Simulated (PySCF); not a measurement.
## Radial density of B (boron, neutral)

LC-wPBE, [He] 2s1 2p1 3s1, high-spin 4P determinant (an excited configuration). Calculation: PySCF 2.14, in dyall-acv3z (15s9p4d2f, 76 functions); no relativity, point nucleus.

```csv
r (bohr),4πr²ρ (e/bohr),4πr²(ρα − ρβ)
0.00429,0.01583,0.0005
0.00721,0.04352,0.0013
0.0121,0.1172,0.0035
0.0204,0.3051,0.0092
0.0343,0.7509,0.0225
0.0577,1.682,0.0499
0.0971,3.223,0.0933
0.163,4.777,0.1285
0.275,4.677,0.1059
0.462,2.435,0.1178
0.777,0.9479,0.5439
1.31,1.173,1.1600
2.20,0.6936,0.6936
3.70,0.1850,0.1850
6.22,0.2059,0.2059
10.5,0.02049,0.0205
```

The outer electron is Rydberg-like, and this basis confines it to a smaller radius and binds it less than a complete one would.
